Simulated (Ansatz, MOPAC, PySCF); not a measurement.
Dimer: C2H6 (SMILES CC) (first 8 atoms) with C3H6 (SMILES C=CC); geometry from B3LYP-D3(BJ)/def2-TZVP.
(charge 0, multiplicity 1):
```xyz
17

C      0.47675    -0.54246     0.48546
C     -0.53375     0.59854     0.54134
H      0.24210    -1.24154    -0.31987
H      0.48220    -1.10433     1.42064
H      1.48865    -0.16967     0.31235
H     -0.55737     1.15638    -0.39714
H     -0.29154     1.30229     1.33928
H     -1.54107     0.22407     0.73197
C     -1.27207    -0.36602     4.13658
C      0.04727    -0.46232     4.23557
C      1.00814     0.67212     4.07705
H     -1.75662     0.58095     3.92675
H     -1.91530    -1.22794     4.25853
H      0.48740    -1.43427     4.44367
H      1.69563     0.48836     3.24634
H      0.48815     1.61220     3.88890
H      1.62318     0.79357     4.97319
```

Counterpoise-corrected where a basis set is named; no monomer relaxation. Rows marked so take none.

Rows in 3-21G, 6-31G*, STO-3G carry no dispersion term and start afresh at each structure (6-31G* with six Cartesian d functions). The state that AM1, PM3, PM7 reach isn't checked; PM7 holds dispersion and hydrogen-bond terms.

The values were computed with Ansatz (Gaussian basis) for Hartree–Fock, density functionals and correlated methods; MOPAC for AM1, PM3, PM7 (differences of heats of formation); PySCF for 3-21G rows, 6-31G* rows, STO-3G rows, the dispersion terms. Values without a source in brackets are computed.

Other levels give for the interaction energy: PBE/def2-TZVPPD -0.3; B3LYP/def2-TZVPPD 3.9; B3LYP-D3(BJ)/def2-TZVPPD -7.1; wB97M-V/def2-TZVPPD -6.6 kJ/mol.

**Question.** What do these common cheap choices give for the same quantity: AM1, PM3, PM7, HF/STO-3G (no counterpoise), HF/6-31G* (no counterpoise), BP86/6-31G* (no counterpoise), B3LYP/3-21G (no counterpoise), M06-2X/6-31G* (no counterpoise)?

**Answer.** AM1 1.9; PM3 -2.8; PM7 -6.2; HF/STO-3G (no counterpoise) 2.8; HF/6-31G* (no counterpoise) 3.0; BP86/6-31G* (no counterpoise) 3.1; B3LYP/3-21G (no counterpoise) -1.2; M06-2X/6-31G* (no counterpoise) -9.1 kJ/mol. They span -9.1 to 3.1 kJ/mol.

Ansatz is a program for electronic structure.
